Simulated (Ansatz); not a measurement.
Compare A (`O[SiH](O)/C=C/[SiH3]`) with its isomer B (`C=C[SiH](O)[SiH2]O`).

Computed with Ansatz on PBE0-D4/def2-TZVP structures; ΔE is electronic, products minus reactants. CCSD(T)/CBS adds triple-zeta CCSD(T) − MP2 to the extrapolated MP2 energy (def2 sets, frozen cores). Functionals use def2-TZVPP. B3LYP here is the variant with VWN-RPA as its local correlation; programs differ in this. One conformer a species, not always the lowest.

Q: Which isomer does CCSD(T)/CBS put lower? Give the gap. (Best estimate.)

A: Computed: A, by 42.5 kJ/mol.

Q: Give E(B) − E(A) in kJ/mol with CCSD/def2-TZVPP, B3LYP-D4, B3LYP, MP2/def2-TZVPP, HF/def2-TZVPP, PBE-D4, ωB97M-V. (Estimate.)

A: The calculation gave: CCSD/def2-TZVPP 44.0, B3LYP-D4 38.7, B3LYP 40.9, MP2/def2-TZVPP 48.9, HF/def2-TZVPP 48.6, PBE-D4 30.7, ωB97M-V 46.5. None reverses the order clearly.

Largest T1 diagnostic: 0.012.

From PBE to PBE0 (25 % exact exchange), in def2-TZVPP and without D4, E(B) − E(A) moves by +3.6 kJ/mol.
